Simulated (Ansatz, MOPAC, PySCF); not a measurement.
Series GeXY, Y = fluoro, computed as singlets and as triplets. All species are isolated molecules in the gas phase. One relaxed conformer stands for each flexible species; it need not be the lowest. Strings in code marks are SMILES.

Quantity: adiabatic spin-state energy, in kcal/mol. HF references are unrestricted for open shells and restricted for singlets. The restricted reference of `[F][Ge][SiH3]`, `[BH2][Ge][F]`, `O=[CH][Ge][F]` and `[F][Ge][AlH2]` is unstable towards unrestricted orbitals. Semi-empirical values (MOPAC) are differences of heats of formation.

Level 1: frozen-core CCSD(T)/cc-pVDZ // B3LYP-D3(BJ)/def2-TZVP (Ansatz, an electronic-structure program)
Level 2: LC-ωPBE/cc-pVTZ // B3LYP-D3(BJ)/def2-TZVP (Ansatz)
Level 3: B3LYP/LANL2DZ // B3LYP-D3(BJ)/def2-TZVP (PySCF)
Level 4: PM7 // B3LYP-D3(BJ)/def2-TZVP (MOPAC)

| species | level 1 | level 2 | level 3 | level 4 |
|---|---|---|---|---|
| `[F][Ge][AlH2]`: multiplicity 3 minus multiplicity 1 | 10.2 | 7.29 | 11.4 | 69.3 |
| `[F][Ge][F]`: multiplicity 3 minus multiplicity 1 | 79.0 | 77.8 | 78.0 | 70.2 |
| `[F][Ge][Cl]`: multiplicity 3 minus multiplicity 1 | 67.9 | 66.6 | 67.4 | 65.3 |
| `O=[CH][Ge][F]`: multiplicity 3 minus multiplicity 1 | 25.2 | 24.2 | 19.1 | 18.9 |
| `[C-]#[N+][Ge][F]`: multiplicity 3 minus multiplicity 1 | 66.7 | 65.6 | 64.2 | (withheld) |
| `[BH2][Ge][F]`: multiplicity 3 minus multiplicity 1 | 11.5 | 9.24 | (withheld) | 11.4 |
| `[NH2][Ge][F]`: multiplicity 3 minus multiplicity 1 | (withheld) | 65.4 | (withheld) | (withheld) |
| `[F][Ge][SH]`: multiplicity 3 minus multiplicity 1 | 57.7 | 55.4 | 56.6 | (withheld) |
| `[F][Ge][SiH3]`: multiplicity 3 minus multiplicity 1 | (withheld) | 25.5 | (withheld) | 17.2 |
| `[OH][Ge][F]`: multiplicity 3 minus multiplicity 1 | 73.8 | 72.9 | 74.4 | (withheld) |
| `[F][GeH]`: multiplicity 3 minus multiplicity 1 | 42.4 | (withheld) | 42.1 | 17.7 |
| `N#[C][Ge][F]`: multiplicity 3 minus multiplicity 1 | (withheld) | (withheld) | 53.8 | 41.0 |

### Question
Complete the blanks.

### Answer

- `[C-]#[N+][Ge][F]`: multiplicity 3 minus multiplicity 1, level 4: 56.5
- `[BH2][Ge][F]`: multiplicity 3 minus multiplicity 1, level 3: 10.9
- `[NH2][Ge][F]`: multiplicity 3 minus multiplicity 1, level 1: 64.8
- `[NH2][Ge][F]`: multiplicity 3 minus multiplicity 1, level 3: 69.9
- `[NH2][Ge][F]`: multiplicity 3 minus multiplicity 1, level 4: 48.1
- `[F][Ge][SH]`: multiplicity 3 minus multiplicity 1, level 4: 38.7
- `[F][Ge][SiH3]`: multiplicity 3 minus multiplicity 1, level 1: 28.8
- `[F][Ge][SiH3]`: multiplicity 3 minus multiplicity 1, level 3: 31.2
- `[OH][Ge][F]`: multiplicity 3 minus multiplicity 1, level 4: 67.1
- `[F][GeH]`: multiplicity 3 minus multiplicity 1, level 2: 39.5
- `N#[C][Ge][F]`: multiplicity 3 minus multiplicity 1, level 1: 54.4
- `N#[C][Ge][F]`: multiplicity 3 minus multiplicity 1, level 2: 52.1
